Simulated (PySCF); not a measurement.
Compound: CdMe2, C₂H₆Cd (singlet state).
Geometry (PBE0-D3(BJ)/def2-SVP, Å), atoms numbered from 1 in this order:
```
atom  x, y, z in Å
Cd1    0.024   -0.015   -0.003
C2     0.006   -0.033    2.112
H3    -0.456    0.886    2.505
H4     1.026   -0.101    2.520
H5    -0.569   -0.891    2.495
C6     0.026    0.015   -2.118
H7    -1.003    0.001   -2.511
H8     0.558   -0.856   -2.529
H9     0.520    0.924   -2.497
```

Computed with PBE0-D3(BJ)/def2-SVP geometry optimisation, gas phase, def2 core potentials past Kr (PySCF).

(1) Which atoms are bound to Cd1, and at what distances?

(2) What is the shape at Cd1?

(3) What are the other bond lengths?

Results:

(1) 2 atoms: C2 2.115 Å, C6 2.115 Å. The nearest atom not counted as bound is H3, at 2.71 Å (others tie with it).

(2) Linear: angle 179.5°.

(3) C2–H3 and 5 like bonds 1.101 Å.

Point group: near D3d, missed by 0.11 Å at most; the miss may be what the optimiser left on a soft mode (D3 holds within 0.08 Å). Charge 0, singlet. Not checked by PBE0-D3(BJ)/def2-SVP frequencies.
